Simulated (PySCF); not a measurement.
Si(F)2(Me)(Vi), C₃H₆F₂Si, SMILES C(=C)[Si](F)(F)C, PBE0/def2-SVP optimised geometry.

```
12

C     -1.28     0.61     1.03
C     -0.59     0.10     0.00
Si     0.03    -1.64     0.00
C     -0.54    -2.70    -1.40
F      1.65    -1.64     0.00
F     -0.42    -2.31     1.41
H     -1.50     0.01     1.92
H     -1.65     1.64     1.03
H     -0.39     0.75    -0.87
H     -0.11    -3.71    -1.33
H     -0.24    -2.27    -2.37
H     -1.64    -2.79    -1.40
```

Density from PySCF with PBE0/def2-TZVP at that geometry.

Minimum of the electron density along straight lines between bonded atoms, close to the bond critical point (lines longer than 1.1 times the sum of covalent radii, or with two minima, are not listed):

```json
[
 {"bond": "C1–C2", "length / Å": "1.339", "ρ at the minimum / e bohr⁻³": "0.345", "∇²ρ there / e bohr⁻⁵": "-1.03", "position (fraction from the first atom)": "0.51"},
 {"bond": "C2–Si3", "length / Å": "1.849", "ρ at the minimum / e bohr⁻³": "0.130", "∇²ρ there / e bohr⁻⁵": "0.21", "position (fraction from the first atom)": "0.61"},
 {"bond": "Si3–C4", "length / Å": "1.848", "ρ at the minimum / e bohr⁻³": "0.131", "∇²ρ there / e bohr⁻⁵": "0.18", "position (fraction from the first atom)": "0.39"},
 {"bond": "Si3–F5", "length / Å": "1.622", "ρ at the minimum / e bohr⁻³": "0.132", "∇²ρ there / e bohr⁻⁵": "0.89", "position (fraction from the first atom)": "0.42"},
 {"bond": "Si3–F6", "length / Å": "1.622", "ρ at the minimum / e bohr⁻³": "0.132", "∇²ρ there / e bohr⁻⁵": "0.89", "position (fraction from the first atom)": "0.42"},
 {"bond": "C1–H7", "length / Å": "1.095", "ρ at the minimum / e bohr⁻³": "0.280", "∇²ρ there / e bohr⁻⁵": "-0.99", "position (fraction from the first atom)": "0.65"},
 {"bond": "C1–H8", "length / Å": "1.096", "ρ at the minimum / e bohr⁻³": "0.279", "∇²ρ there / e bohr⁻⁵": "-0.98", "position (fraction from the first atom)": "0.65"},
 {"bond": "C2–H9", "length / Å": "1.098", "ρ at the minimum / e bohr⁻³": "0.273", "∇²ρ there / e bohr⁻⁵": "-0.93", "position (fraction from the first atom)": "0.65"},
 {"bond": "C4–H10", "length / Å": "1.101", "ρ at the minimum / e bohr⁻³": "0.266", "∇²ρ there / e bohr⁻⁵": "-0.87", "position (fraction from the first atom)": "0.64"},
 {"bond": "C4–H11", "length / Å": "1.101", "ρ at the minimum / e bohr⁻³": "0.266", "∇²ρ there / e bohr⁻⁵": "-0.87", "position (fraction from the first atom)": "0.64"},
 {"bond": "C4–H12", "length / Å": "1.101", "ρ at the minimum / e bohr⁻³": "0.266", "∇²ρ there / e bohr⁻⁵": "-0.87", "position (fraction from the first atom)": "0.64"}
]
```
